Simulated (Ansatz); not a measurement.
Correlation energies of CH₈O₂Si₂ (`O[SiH2]C(O)[SiH3]`) by basis set

Z-matrix (Å, degrees):
```
Si
C 1 1.885
O 1 1.645 2 109.4
H 1 1.483 2 110.0 3 -117.7
H 1 1.488 2 108.6 3 121.9
Si 2 1.888 1 114.6 3 -174.1
O 2 1.439 1 104.5 3 -51.7
H 2 1.102 1 106.9 3 65.8
H 3 0.960 1 114.6 2 44.8
H 6 1.492 2 107.9 1 170.3
H 6 1.485 2 111.1 1 51.6
H 6 1.487 2 110.5 1 -70.4
H 7 0.961 2 109.2 1 -179.3
```

Total charge 0; spin multiplicity 1. The geometry is a stationary point of PBE0-D4/def2-TZVP. It is one conformer, not always the lowest. Frozen core, restricted reference, Ansatz. CBS rows extrapolate triple and quadruple zeta; past MP2 they add the triple-zeta difference.

```tsv
basis	HF (Eh)	MP2 corr.	CCSD corr.	(T)	CCSD(T) total
def2-TZVPP	-770.25336	-0.90764	-0.95787	-0.03457	-771.24580
def2-QZVPP	-770.28097	-0.97720	–	–	–
CBS(def2)	-770.28477	-1.02873	-1.07896	as TZ	-771.39830
```
